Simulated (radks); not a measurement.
Results of a calculation; reference values are marked as such.
Au I, configuration [Xe] 4f14 5d10 6s1. Code: a radial shooting solver on a logarithmic mesh with Libxc functionals. Model: Dirac Kohn-Sham, XLYP, spin-unpolarised, spherical densities, finite nucleus; Fermi nuclear charge, rms radius 5.4371 fm. Some entries of the table are withheld. Estimate them.

orbital  occ.  eigenvalue (eV)  <r^2> (bohr^2)
1s1/2       2        -80622.28       0.0003934
2s1/2       2        -14214.59             (1)
2p1/2       2        -13635.69        0.004201
2p3/2       4        -11799.51        0.005389
3s1/2       2        -3354.486         0.03857
3p1/2       2        -3093.130             (2)
3p3/2       4        -2687.966             (3)
3d3/2       4        -2252.270         0.03189
3d5/2       6        -2165.179         0.03364
4s1/2       2        -727.7585          0.1871
4p1/2       2        -616.1093          0.1909
4p3/2       4        -518.9200          0.2236
4d3/2       4        -335.8364          0.2363
4d5/2       6        -317.7379          0.2479
5s1/2       2        -108.0529          0.9660
4f5/2       6         -82.9631          0.2975
4f7/2       8         -79.1511          0.3061
5p1/2       2         -71.8138           1.139
5p3/2       4         -55.2811           1.380
5d3/2       4          -7.7557           3.001
5d5/2       6          -6.2307           3.382
6s1/2       1          -5.8150           9.661

Answer. 
(1) 2s1/2 <r^2> (bohr^2): 0.005939
(2) 3p1/2 <r^2> (bohr^2): 0.03516
(3) 3p3/2 <r^2> (bohr^2): 0.04158
